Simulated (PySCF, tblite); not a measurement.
Isomers of C5H7N2O (doublet state). Computed with GFN2-xTB (tblite): harmonic, unscaled wavenumbers at the GFN2-xTB geometry, gas phase. Errors from tens to a few hundred cm⁻¹ against measured bands are possible. One conformer each. Open shells enter through the occupations alone, without spin polarisation, and single modes of such species can be off by tens of per cent.

Electronic energies: B3LYP/pcH-1 single points on the GFN2-xTB geometries (PySCF, gas phase).

```csv
SMILES,"electronic energy, lowest = 0 (kJ/mol)"
C[C](C)c1ncno1,119.1
C[N]C(=O)[C@@H](C)C#N,128.3
[CH2]NC(=O)[C@H](C)C#N,50.3
[CH2]C[C@H](C#N)C(N)=O,68.8
CNC(=O)[C](C)C#N,0.0
```

Problem. How do GFN2-xTB zero-point energies change the relative energies?

Solution. 
```
                SMILES  ZPE (kJ/mol)  of it from modes above 1550 cm⁻¹  electronic (kJ/mol)  with ZPE, lowest = 0 (kJ/mol)  lowest mode (cm⁻¹)  rings
      CNC(=O)[C](C)C#N         295.0                             151.4                  0.0                            0.0                  38      0
[CH2]NC(=O)[C@H](C)C#N         295.3                             155.1                 50.3                           50.7                  44      0
[CH2]C[C@H](C#N)C(N)=O         292.3                             157.7                 68.8                           66.2                  35      0
        C[C](C)c1ncno1         300.9                             136.5                119.1                          125.0                  11      1
 C[N]C(=O)[C@@H](C)C#N         292.0                             139.2                128.3                          125.4                  19      0
```

The zero-point energies span 8.9 kJ/mol, from `C[N]C(=O)[C@@H](C)C#N` to `C[C](C)c1ncno1`. The order is unchanged.

Problem. And how do the electronic energies of GFN2-xTB itself compare?

Solution. `CNC(=O)[C](C)C#N` 26.1; `[CH2]NC(=O)[C@H](C)C#N` 78.0; `[CH2]C[C@H](C#N)C(N)=O` 137.3; `C[C](C)c1ncno1` 0.0; `C[N]C(=O)[C@@H](C)C#N` 109.6 kJ/mol, lowest = 0. Against the energies above, taken from the same isomer `CNC(=O)[C](C)C#N`, the largest difference is 145.2 kJ/mol.
